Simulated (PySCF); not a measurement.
## Computed data sheet: `C[NH][AlH2-][S+](C)C`

Compound: C3H12AlNS.
Atom-mapped SMILES: `[CH3:1][NH:2][AlH2-:3][S+:4]([CH3:5])[CH3:6]` (hydrogens: H7, H8, H9 on C1; H10 on N2; H11, H12 on Al3; H13, H14, H15 on C5; H16, H17, H18 on C6)

**PBE0-D3(BJ)/def2-SVP geometry optimisation, gas phase (PySCF)**

- Point group: C1
- Rotational constants A, B, C: 3.527, 1.240, 1.032 GHz

wB97X-D/def2-SVPD ground state, ΔSCF and vertical TDDFT (core frozen in the response) (PySCF):

* Dipole moment: 3.92 D
* HOMO energy: -7.83 eV
* LUMO energy: 1.69 eV
* HOMO–LUMO gap: 9.52 eV
* Lowest singlet excitation: 5.43 eV (228 nm, f = 0.011)
* Strongest line among the 10 lowest singlet transitions: S3 at 6.26 eV (198 nm, f = 0.058)
* Lowest triplet excitation (Tamm–Dancoff): 5.31 eV
* Static isotropic polarisability: 98.7 au
* Vertical ionisation energy: 8.00 eV
* Electronic spatial extent ⟨r²⟩ about the centre of nuclear charge: 1227 bohr²

**PBE0/pcSseg-1 ground state and GIAO shieldings, non-relativistic (PySCF)**

- Lowest Hirshfeld atomic charge: -0.32 e on N2
- Highest Hirshfeld atomic charge: +0.32 e on Al3
- 13C chemical shifts (computed TMS as zero) by class: 35.3 (C1), 21.4 (C5/C6) ppm
- 1H chemical shifts (computed TMS as zero) by class: 3.97 (H11/H12), 2.82 (H7/H8/H9), 2.01 (H13/H14/H15/H16/H17/H18), -0.21 (H10) ppm
- Isotropic shieldings of nuclei other than C and H, by class: 237 (N2), 419 (Al3), 589 (S4) ppm
- Mayer bond orders between heavy atoms: C1–N2 0.99, N2–Al3 0.92, Al3–S4 0.27, S4–C5 0.97, S4–C6 0.98

Monoisotopic mass from the formula: 121.0506 u.

The principal polarisabilities are 85.3, 99.8 and 110.9 au; their mean is the isotropic value. The dipole matches unit charges of opposite sign 0.82 Å apart (1 e·Å = 4.8032 D). The largest Löwdin shares of the HOMO are 0.58 on N2, 0.13 on C1, 0.06 on Al3 and 0.06 on S4. The vertical singlet–triplet gap S1 − T1 is 0.12 eV (TDDFT singlet less Tamm–Dancoff triplet; S1: HOMO→LUMO, weight 0.73; T1: HOMO→LUMO, weight 0.71). S1 lies 4.09 eV below the HOMO–LUMO gap; its leading configuration is HOMO→LUMO, weight 0.73. No computed singlet falls in the visible range (750 to 380 nm, 1.65 to 3.26 eV); S1 lies 2.17 eV above its blue end. The polarisability is 14.62 Å³ as a volume (1 au = 0.148185 Å³), or 1.49 au for each of the 66 electrons.

One conformer (not necessarily the lowest) at the PBE0-D3(BJ)/def2-SVP geometry, without solvent or vibrations. NMR classes are plain means over equivalent atoms (diastereotopic ones count apart unless rotation or inversion swaps them), as if these changed places fast; in this geometry the members of some classes differ.

For the NMR shielding job (PBE0/pcSseg-1), time: 23 s wall. Hardware: Arm Neoverse V1, one thread (shared host).

The values belong to the conformer `[CH3:1][NH:2][AlH2-:3][S+:4]([CH3:5])[CH3:6]`: C1–N2–Al3–S4 92°, N2–Al3–S4–C5 -159°.
